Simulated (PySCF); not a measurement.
Species: C5H6O3.
Numbering: `[O:1]=[CH:2][O:3]/[CH:4]=[C:5]1\[CH2:6][CH2:7][O:8]1` (hydrogens: H9 on C2; H10 on C4; H11, H12 on C6; H13, H14 on C7)

Cartesian coordinates in Å at the GFN2-xTB level; atoms count from 1:
```xyz
14
C5H6O3 angstrom
O      1.484   -0.609    1.718
C      2.299   -0.121    0.989
O      2.106    0.789    0.051
C      0.834    1.280   -0.224
C     -0.280    0.561   -0.264
C     -0.723   -0.861   -0.094
C     -2.102   -0.284   -0.435
O     -1.534    1.032   -0.564
H      3.374   -0.368    1.008
H      0.839    2.336   -0.444
H     -0.597   -1.260    0.910
H     -0.311   -1.561   -0.819
H     -2.542   -0.618   -1.376
H     -2.847   -0.316    0.362
```

Level of theory: PySCF, TDDFT CAM-B3LYP/def2-SVPD, vertical, gas phase, core orbitals frozen in the response.

Frontier orbitals with the atoms that hold most of them (Löwdin shares over 4%, at most four atoms; ? is withheld):

```tsv
orbital	ε (eV)	atoms
HOMO-3	-11.19	O8 45%, C6 17%, C5 10%, C7 9%
HOMO-2	-11.07	O1 26%, O3 22%, O8 14%, C7 9%
HOMO-1	-9.94	?
HOMO	?	C4 30%, O8 23%, C5 20%, O3 12%
LUMO	0.87	?
LUMO+1	1.30	C7 16%, C6 13%, C2 11%, H12 10%
LUMO+2	1.59	C2 16%, O3 14%, C7 13%, O8 9%
```

Problem. Which atoms hold the LUMO, and with what shares?

Solution. C2 (bonded to 2 O and H) 34%; O1 (bonded to C) 25%; O3 (bonded to 2 C) 14%; C5 (bonded to 2 C and O) 8%. By element: carbon 42% or more, oxygen 39% or more.

Problem. Which atoms hold the HOMO-1, and with what shares?

Solution. O1 (bonded to C) 65%; C2 (bonded to 2 O and H) 12%; O3 (bonded to 2 C) 9%; H9 (bonded to C) 6%. By element: oxygen 73% or more, carbon 12% or more, hydrogen 6% or more.

Problem. What is the HOMO energy, and the HOMO–LUMO gap?

Solution. ε(HOMO) = -7.86 eV; the gap is 8.74 eV (0.3211 hartree).

Problem. The HOMO–LUMO gap is 8.74 eV. Where does the response calculation put the lowest singlet, and from which orbitals?

Solution. S1 is at 5.73 eV (f = 0.142), 3.00 eV below the gap, made of HOMO→LUMO (95%). Without the coupling terms of the response equations the lowest excitation would equal the gap.

Problem. Give energy, strength and leading configuration of S1, S2 and S4, and follow the Löwdin shares of the leading atoms from the occupied to the empty orbital.

Solution. 
- S1 (5.73 eV, f 0.142), HOMO→LUMO (95%): C4 30% → at most 9%, O8 23% → at most 9%, C2 at most 12% → 34%, O1 at most 12% → 25%
- S2 (5.86 eV, f 0.0028), HOMO-1→LUMO (87%): O1 65% → 25%, C2 12% → 34%; low, almost dark, from the terminal oxygen into the C=O bond, the pattern of n→π*
- S4 (6.36 eV, f 0.0087), HOMO→LUMO+1 (78%): C4 30% → at most 10%, O8 23% → at most 10%, C7 at most 12% → 16%, C6 at most 12% → 13%

Löwdin shares depend on the basis, the more so with diffuse functions.

One conformer stands for the species.
